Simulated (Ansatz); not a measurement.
# A reaction path, image by image

GaH3ClO2F, singlet, from GaH₃ClO₂F ([OH][Ga]([OH])([F])[ClH]) to a complex of GaH₂ClO₂ ([OH][Ga]([OH])[Cl]) + HF; PBE0-D4/cc-pVDZ (Ansatz 0.2.0). Settings:

```yaml
hamiltonian: {xc: pbe0, dispersion: d4}
neb:
  images: 7
  climbing: immediate
  max_iterations: 25
  initial_path: idpp
```

First end:

```xyz
8
angstrom
Ga -0.5300 0.0402 0.1329
F 0.3373 1.5834 -0.1003
O -1.4969 -0.5760 -1.2104
O -0.7437 -0.5468 1.7847
H 2.0093 0.4784 -0.5099
Cl 1.9800 -0.8154 -0.4899
H -1.3382 -0.1035 -2.0306
H -0.2178 -0.0604 2.4234
```

Second end:

```json
{"atom": "Ga1", "x (Å)": "-0.3146", "y (Å)": "-0.3595", "z (Å)": "0.0826"}
{"atom": "F2", "x (Å)": "0.6637", "y (Å)": "1.6733", "z (Å)": "-0.1831"}
{"atom": "O3", "x (Å)": "-1.5371", "y (Å)": "-0.3416", "z (Å)": "-1.1911"}
{"atom": "O4", "x (Å)": "-0.7892", "y (Å)": "-0.3127", "z (Å)": "1.7825"}
{"atom": "H5", "x (Å)": "1.4834", "y (Å)": "1.2606", "z (Å)": "-0.3852"}
{"atom": "Cl6", "x (Å)": "1.7188", "y (Å)": "-1.0097", "z (Å)": "-0.4225"}
{"atom": "H7", "x (Å)": "-1.1725", "y (Å)": "-0.4769", "z (Å)": "-2.0682"}
{"atom": "H8", "x (Å)": "-0.0524", "y (Å)": "-0.4336", "z (Å)": "2.3850"}
```

The ends were relaxed with PBE0-D4 in triple zeta, so they are not quite minima here (largest force components 0.41 and 0.38 eV/Å).

Energies along the converged band: It took 16 iterations. Path lengths are measured after rigid turns and shifts between images are taken out.
```
       image  path length (Å)  energy (kcal/mol)
           0             0.00               0.00
           1             0.28              -0.99
2 (climbing)             0.56              -0.89
           3             0.76              -1.90
           4             0.95              -5.72
           5             1.15              -9.05
           6             1.35             -10.50
           7             1.54             -11.12
           8             1.74             -11.03
```
Energies count from the first end.

The images between the ends:
Image 1:
```json
{"atom": "Ga1", "x (Å)": "-0.5161", "y (Å)": "0.0048", "z (Å)": "0.1296"}
{"atom": "F2", "x (Å)": "0.4550", "y (Å)": "1.5208", "z (Å)": "-0.1298"}
{"atom": "O3", "x (Å)": "-1.5232", "y (Å)": "-0.5642", "z (Å)": "-1.2181"}
{"atom": "O4", "x (Å)": "-0.7631", "y (Å)": "-0.5345", "z (Å)": "1.8037"}
{"atom": "H5", "x (Å)": "1.7973", "y (Å)": "0.5322", "z (Å)": "-0.4566"}
{"atom": "Cl6", "x (Å)": "2.0371", "y (Å)": "-0.7743", "z (Å)": "-0.5044"}
{"atom": "H7", "x (Å)": "-1.3054", "y (Å)": "-0.1139", "z (Å)": "-2.0441"}
{"atom": "H8", "x (Å)": "-0.1816", "y (Å)": "-0.0710", "z (Å)": "2.4196"}
```

Image 2:
```json
{"atom": "Ga1", "x (Å)": "-0.4679", "y (Å)": "-0.0602", "z (Å)": "0.1187"}
{"atom": "F2", "x (Å)": "0.5360", "y (Å)": "1.4915", "z (Å)": "-0.1479"}
{"atom": "O3", "x (Å)": "-1.5332", "y (Å)": "-0.5217", "z (Å)": "-1.2239"}
{"atom": "O4", "x (Å)": "-0.7694", "y (Å)": "-0.4931", "z (Å)": "1.8134"}
{"atom": "H5", "x (Å)": "1.6147", "y (Å)": "0.6010", "z (Å)": "-0.4117"}
{"atom": "Cl6", "x (Å)": "1.9602", "y (Å)": "-0.7475", "z (Å)": "-0.4890"}
{"atom": "H7", "x (Å)": "-1.2312", "y (Å)": "-0.1580", "z (Å)": "-2.0661"}
{"atom": "H8", "x (Å)": "-0.1092", "y (Å)": "-0.1120", "z (Å)": "2.4065"}
```

Image 3:
```json
{"atom": "Ga1", "x (Å)": "-0.4155", "y (Å)": "-0.1393", "z (Å)": "0.1062"}
{"atom": "F2", "x (Å)": "0.6174", "y (Å)": "1.4746", "z (Å)": "-0.1681"}
{"atom": "O3", "x (Å)": "-1.5373", "y (Å)": "-0.5021", "z (Å)": "-1.2206"}
{"atom": "O4", "x (Å)": "-0.7744", "y (Å)": "-0.4739", "z (Å)": "1.8120"}
{"atom": "H5", "x (Å)": "1.5226", "y (Å)": "0.6940", "z (Å)": "-0.3896"}
{"atom": "Cl6", "x (Å)": "1.9120", "y (Å)": "-0.7675", "z (Å)": "-0.4766"}
{"atom": "H7", "x (Å)": "-1.2239", "y (Å)": "-0.1660", "z (Å)": "-2.0698"}
{"atom": "H8", "x (Å)": "-0.1010", "y (Å)": "-0.1198", "z (Å)": "2.4064"}
```

Image 4:
```json
{"atom": "Ga1", "x (Å)": "-0.3667", "y (Å)": "-0.2297", "z (Å)": "0.0947"}
{"atom": "F2", "x (Å)": "0.6715", "y (Å)": "1.4855", "z (Å)": "-0.1818"}
{"atom": "O3", "x (Å)": "-1.5417", "y (Å)": "-0.4822", "z (Å)": "-1.2147"}
{"atom": "O4", "x (Å)": "-0.7811", "y (Å)": "-0.4544", "z (Å)": "1.8084"}
{"atom": "H5", "x (Å)": "1.4626", "y (Å)": "0.8111", "z (Å)": "-0.3757"}
{"atom": "Cl6", "x (Å)": "1.8638", "y (Å)": "-0.8209", "z (Å)": "-0.4637"}
{"atom": "H7", "x (Å)": "-1.2156", "y (Å)": "-0.1778", "z (Å)": "-2.0710"}
{"atom": "H8", "x (Å)": "-0.0928", "y (Å)": "-0.1315", "z (Å)": "2.4036"}
```

Image 5:
```json
{"atom": "Ga1", "x (Å)": "-0.3293", "y (Å)": "-0.3194", "z (Å)": "0.0861"}
{"atom": "F2", "x (Å)": "0.6795", "y (Å)": "1.5289", "z (Å)": "-0.1841"}
{"atom": "O3", "x (Å)": "-1.5446", "y (Å)": "-0.4579", "z (Å)": "-1.2051"}
{"atom": "O4", "x (Å)": "-0.7884", "y (Å)": "-0.4305", "z (Å)": "1.8008"}
{"atom": "H5", "x (Å)": "1.4448", "y (Å)": "0.9378", "z (Å)": "-0.3728"}
{"atom": "Cl6", "x (Å)": "1.8157", "y (Å)": "-0.8869", "z (Å)": "-0.4503"}
{"atom": "H7", "x (Å)": "-1.1998", "y (Å)": "-0.2091", "z (Å)": "-2.0717"}
{"atom": "H8", "x (Å)": "-0.0778", "y (Å)": "-0.1629", "z (Å)": "2.3970"}
```

Image 6:
```json
{"atom": "Ga1", "x (Å)": "-0.3185", "y (Å)": "-0.3599", "z (Å)": "0.0837"}
{"atom": "F2", "x (Å)": "0.6695", "y (Å)": "1.5745", "z (Å)": "-0.1822"}
{"atom": "O3", "x (Å)": "-1.5510", "y (Å)": "-0.4169", "z (Å)": "-1.1972"}
{"atom": "O4", "x (Å)": "-0.7983", "y (Å)": "-0.3892", "z (Å)": "1.7959"}
{"atom": "H5", "x (Å)": "1.4542", "y (Å)": "1.0565", "z (Å)": "-0.3766"}
{"atom": "Cl6", "x (Å)": "1.7776", "y (Å)": "-0.9482", "z (Å)": "-0.4391"}
{"atom": "H7", "x (Å)": "-1.1783", "y (Å)": "-0.2810", "z (Å)": "-2.0770"}
{"atom": "H8", "x (Å)": "-0.0552", "y (Å)": "-0.2357", "z (Å)": "2.3924"}
```

Image 7:
```json
{"atom": "Ga1", "x (Å)": "-0.3209", "y (Å)": "-0.3499", "z (Å)": "0.0841"}
{"atom": "F2", "x (Å)": "0.6515", "y (Å)": "1.6178", "z (Å)": "-0.1790"}
{"atom": "O3", "x (Å)": "-1.5516", "y (Å)": "-0.3745", "z (Å)": "-1.1998"}
{"atom": "O4", "x (Å)": "-0.7978", "y (Å)": "-0.3458", "z (Å)": "1.7975"}
{"atom": "H5", "x (Å)": "1.4568", "y (Å)": "1.1516", "z (Å)": "-0.3776"}
{"atom": "Cl6", "x (Å)": "1.7542", "y (Å)": "-0.9654", "z (Å)": "-0.4323"}
{"atom": "H7", "x (Å)": "-1.1581", "y (Å)": "-0.3890", "z (Å)": "-2.0811"}
{"atom": "H8", "x (Å)": "-0.0342", "y (Å)": "-0.3449", "z (Å)": "2.3881"}
```

The band counts as converged below 0.05 eV/Å. Hardware: 8 CPU threads of an Intel Xeon 6975P-C, shared host. Wall time about 92 s.
